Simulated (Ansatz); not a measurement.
Start from `C[SiH](F)[InH2]` and change one atom or group to get `CN[SiH](C)F`.

Ansatz, PBE0-D4/def2-TZVP geometries, multiplicity 1. Each molecule was computed in one conformer, which needn't be the lowest.

Elements past krypton have def2 core potentials.

```
                                                                                  property  `C[SiH](F)[InH2]`
                                                      HOMO–LUMO gap (PBE0/def2-TZVPP) / eV               4.96
                                                     HOMO–LUMO gap (B3LYP/def2-TZVPP) / eV               4.52
                                                         HOMO energy (PBE/def2-TZVPP) / eV              -6.07
ideal-gas entropy at 298 K and 1 bar (rigid rotor, harmonic PBE0-D4/def2-TZVP) / J/(mol·K)                375
                                            zero-point energy (PBE0-D4/def2-TZVP) / kJ/mol              157.5
                                                       LUMO energy (B3LYP/def2-TZVPP) / eV              -2.44
```

(1) Give the same properties after the change, and the shifts. (An estimate is asked.)

## Answers

(1) Computed: 
```
                                                                                  property  `CN[SiH](C)F`  shift
                                                      HOMO–LUMO gap (PBE0/def2-TZVPP) / eV           8.16   3.20
                                                     HOMO–LUMO gap (B3LYP/def2-TZVPP) / eV           7.59   3.07
                                                         HOMO energy (PBE/def2-TZVPP) / eV          -5.74   0.33
ideal-gas entropy at 298 K and 1 bar (rigid rotor, harmonic PBE0-D4/def2-TZVP) / J/(mol·K)            357    -18
                                            zero-point energy (PBE0-D4/def2-TZVP) / kJ/mol          271.5  114.0
                                                       LUMO energy (B3LYP/def2-TZVPP) / eV           0.67   3.11
```

The zero-point energy changes by 114.0 kJ/mol with +9 modes.

Positive LUMOs are unbound, so they and the gaps depend on the basis.

B3LYP here is the variant with VWN-RPA as its local correlation; programs differ in this.
